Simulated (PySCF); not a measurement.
Al2Br4H2: core ionisation energies

Species: (Br2Al-mu-H)2.
Z-matrix (Å and degrees, PBE0-D3(BJ)/def2-SVP geometry), rows numbered from 1:
```
Al
Br  1  2.2313
Br  1  2.2317  2  125.93
H   1  1.7306  2  109.42  3   134.52
Al  4  1.7332  1   95.22  2   108.80
Br  5  2.2311  4  109.36  1   108.78
Br  5  2.2318  4  109.76  1  -109.41
H   5  1.7302  4   84.72  1    -0.07
```

Computed, not measured: PySCF, delta-SCF UKS SCAN, pcX-2 on the ionised atom, pcseg-1 elsewhere, spin-free X2C. These are vertical core ionisation energies against the vacuum level, from separate self-consistent calculations with and without the core hole.

Q: List the computed XPS lines with their assignment.

A: 
| atom(s) | environment | level | binding energy (eV) | count |
| --- | --- | --- | --- | --- |
| Al1/Al5 | aluminium bonded to 2 Br and 2 H | Al 1s | 1568.78 | 2 |

Q: Which photon energy gives electrons from Al 1s of Al1/Al5 a kinetic energy of 150 eV, and what is their de Broglie wavelength?

A: hν = 1568.78 + 150 = 1718.78 eV, recoil neglected; λ = 12.264 Å/√(E/eV) = 1.00 Å.

Q: Give the binding energy of Al 1s of Al1/Al5 in hartree and in kJ/mol.

A: 1568.78 eV = 57.6516 Eh = 151364 kJ/mol.

Atoms equivalent by their bonding share one computed value, that of the first of them. No level of bromine is listed. Geometry: PBE0-D3(BJ)/def2-SVP; no solvent, vibrations or thermal averaging.
